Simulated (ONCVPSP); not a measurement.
**BLYP ONCV dataset for Lu (Z = 71), non-relativistic all-electron reference.**

lutetium (Lu), optimised norm-conserving Vanderbilt (ONCV), made with ONCVPSP 4.0.1 (BLYP, non-relativistic). Core [Kr] 4d10, reference 4f14 5s2 5p6 5d1 6s0.5 (charge +1.5). Waves: 5s+6s: rc 2.15 bohr, ncon 4, nbas 9, qcut 7.3 1/bohr, 2 projectors; 5p: rc 1.85 bohr, ncon 4, nbas 8, qcut 7.2 1/bohr, 1 projector; 5d: rc 2.05 bohr, ncon 5, nbas 8, qcut 5 1/bohr, 2 projectors, debl 3 Ha; 4f: rc 0.95 bohr, ncon 3, nbas 8, qcut 21.4 1/bohr, 2 projectors, debl 1.4 Ha. Local part: polynomial inside 0.80 bohr (lpopt 5, dvloc0 0 Ha). Core correction: Teter function, fcfact 4, rcfact 1.2.

Poles of the logarithmic derivatives, all-electron (AE) and pseudo (PS). s: poles at -2.0, 3.3 (AE) and -2.0, 3.2 (PS) Ha. p: poles at -0.7 (AE) and -0.7 (PS) Ha. d: poles at 0.7 (AE) and 0.7 (PS) Ha. f: poles at 0.6 (AE) and 0.6 (PS) Ha. Test radii: s 2.19, p 1.88, d 2.08, f 0.96 bohr.

* Cutoffs needed: 170 Ha and 188 Ha (the cutoffs (Ha) at which the residual kinetic energy of the hardest occupied pseudo-wave falls to 1 and 0.1 mHa per electron)
* Ghost test: ghosts flagged at negative energy: s at -399.6 eV, p at -122.8 eV; GHOST(+) flagged for d at 230.2 eV; a true bound ghost makes a file unfit for plane-wave use
* Configuration tests: 1 of 4 tests not solved or not reliable
* rms error of d²Exc/dni dnj: 4.30 mHa without and 2.56 mHa with the model core
